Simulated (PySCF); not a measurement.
## TDDFT excited states: C2H5FGeSi

Species: C₂H₅FGeSi.
Structure used (PBE0-D3(BJ)/def2-SVP), in Å, numbered top down from 1:
```
atom  x, y, z in Å
F1     3.3609   -1.3607    0.8188
Si2    2.4591   -1.3371   -0.5305
C3     0.8091   -0.6638   -0.1337
C4    -0.3021   -0.2147    0.1136
Ge5   -2.0286    0.4880    0.5139
H6     3.1362   -0.4620   -1.5216
H7     2.3293   -2.7325   -1.0237
H8    -2.3989    1.5080   -0.5711
H9    -1.9651    1.1627    1.8903
H10   -3.0345   -0.6707    0.5264
```

Method: TDDFT CAM-B3LYP/def2-SVPD, vertical, gas phase, core orbitals frozen in the response (PySCF 2.14.0, density-fitted response routines). Relativistic effects, spin–orbit coupling among them, are left out although an element past zinc is present.

Question: Predict the UV-vis stick spectrum at this level.

Answer: 

| state | λ (nm) | E (eV) | f | main configurations (H = HOMO, L = LUMO) |
| --- | --- | --- | --- | --- |
| S1 | 229.9 | 5.39 | 0.0001 | H→L (85%) |
| S2 | 214.6 | 5.78 | 0.0018 | H-1→L (51%), H→L+1 (41%) |
| S3 | 210.0 | 5.90 | 0.0003 | H-1→L+1 (88%) |
| S4 | 163.9 | 7.57 | 0.0004 | H→L+2 (84%), H→L+3 (10%) |
| S5 | 160.7 | 7.71 | 0.012 | H-1→L+2 (85%), H-1→L+3 (9%) |
| S6 | 158.3 | 7.83 | 0.031 | H-2→L (64%), H-4→L (11%), H→L+5 (10%) |
| S7 | 157.5 | 7.87 | 1.344 | H→L+1 (46%), H-1→L (40%) |
| S8 | 150.9 | 8.22 | 0.0060 | H→L+3 (74%), H→L+2 (8%) |
| S9 | 150.7 | 8.23 | 0.012 | H-5→L (63%), H-1→L+3 (23%) |

Triplets (Tamm–Dancoff): T1 4.56 eV, H-1→L (54%), H→L+1 (28%); T2 4.92 eV, H→L (68%), H-1→L+1 (19%); T3 5.00 eV, H→L+1 (58%), H-1→L (29%); T4 5.62 eV, H-1→L+1 (72%), H→L (20%).

The lowest singlet comes at 230 nm (520 kJ/mol) in the ultraviolet; it is dark (f under 0.0005); its leading configuration is HOMO→LUMO (85%). The most intense listed level is S7 at 7.87 eV (158 nm, f = 1.344), 2.48 eV above S1. S8/S9 lie within about 0.01 eV of each other. Löwdin shares by element: HOMO carbon 72%, silicon 7%, germanium 7%; LUMO carbon 46%, silicon 23%, germanium 9% (atoms not listed hold the other 21%). The oscillator strengths of these states sum to 1.407; summed over the whole spectrum of an exact calculation they would give the number of electrons, 72 (Thomas–Reiche–Kuhn). The listed states span 2.83 eV, and the widest gap between neighbours is 1.66 eV (S3 to S4). Orbital energies (eV): HOMO-3 -11.76, HOMO-2 -11.44, HOMO-1 -9.80, HOMO -9.61, LUMO -0.04, LUMO+1 0.46, LUMO+2 0.70. All these states lie below the vertical ionisation energy of 10.41 eV (ΔSCF). Orbitals of the list HOMO-3 to LUMO+2 that lie within 0.01 eV of each other are written together with a slash and their weights summed (≥ marks a lower bound); for degenerate orbitals outside that list single weights are arbitrary. Singlets were solved by full linear response, triplets in the Tamm–Dancoff approximation. The highest level found (8.42 eV, f 0.0078 so far) is left out, since the window may have cut off a degenerate partner.

Hardware: one thread, Arm Neoverse N1, on a shared host. Cost: 1.9 min wall.
